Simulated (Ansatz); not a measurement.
Consider the substitution at a C–Si bond: `C=C(S)[SiH2][SiH3]` + HCl → `C=C(S)Cl` + disilane.

Computed with Ansatz on PBE0-D4/def2-TZVP structures; ΔE is electronic, products minus reactants. CCSD(T)/CBS adds triple-zeta CCSD(T) − MP2 to the extrapolated MP2 energy (def2 sets, frozen cores). This one scheme is used for every species. Functionals use def2-TZVPP. B3LYP here is the variant with VWN-RPA as its local correlation; programs differ in this. One conformer a species, not always the lowest.

`C=C(S)[SiH2][SiH3]`:

Cartesian coordinates in Å:
```
C 0.758 2.025 0.416
C -0.103 1.149 -0.103
S -0.814 1.268 -1.700
Si -0.603 -0.386 0.856
Si 0.076 -2.315 -0.287
H 1.159 1.882 1.412
H 1.092 2.908 -0.124
H -0.203 2.400 -2.094
H 0.046 -0.302 2.191
H -2.081 -0.414 1.032
H 1.537 -2.257 -0.560
H -0.211 -3.519 0.539
H -0.654 -2.438 -1.577
```

HCl:

Cartesian coordinates in Å:
```
Cl 0.610 -0.103 -0.163
H -0.610 0.103 0.163
```

`C=C(S)Cl`:

Cartesian coordinates in Å:
```
C 0.760 0.792 0.351
C -0.253 -0.003 0.034
S -0.079 -1.742 -0.086
Cl -1.851 0.628 -0.168
H 1.761 0.388 0.429
H 0.605 1.845 0.541
H -0.944 -1.908 -1.101
```

`[SiH3][SiH3]`:

Z-matrix (Å, degrees):
```
Si
Si 1 2.338
H 1 1.488 2 110.3
H 1 1.488 2 110.3 3 120.0
H 1 1.488 2 110.3 3 -120.0
H 2 1.488 1 110.3 3 59.9
H 2 1.488 1 110.3 3 179.9
H 2 1.488 1 110.3 3 -60.1
```

```tsv
level	ΔE (eV)
PBE-D4	0.59
PBE0-D4	0.63
ωB97X-V	0.60
r2SCAN	0.59
B3LYP	0.53
CCSD/def2-TZVPP	0.67
HF/def2-QZVPP	0.58
SCS-MP2/def2-QZVPP	0.65
```

**Question.** What does CCSD(T)/CBS give? (An estimate is asked.)

**Answer.** Ansatz gave: +0.67 eV. The listed levels differ from it by -0.08, -0.04, -0.07, -0.08, -0.14, 0.00, -0.09, -0.02 eV.

Largest T1 diagnostic among the species: 0.013.

In def2-TZVPP, CCSD(T) changes the Hartree–Fock value by +0.09 eV (the triples alone add +0.00 eV) and MP2 by +0.11 eV. The D4 term adds +0.10 eV with B3LYP and +0.06 eV with PBE0; it sums over pairs of atoms, weighted by their polarisabilities, and B3LYP, whose exchange is more repulsive, gets the larger term. From PBE to PBE0 (25 % exact exchange), in def2-TZVPP and without D4, ΔE moves by +0.04 eV.
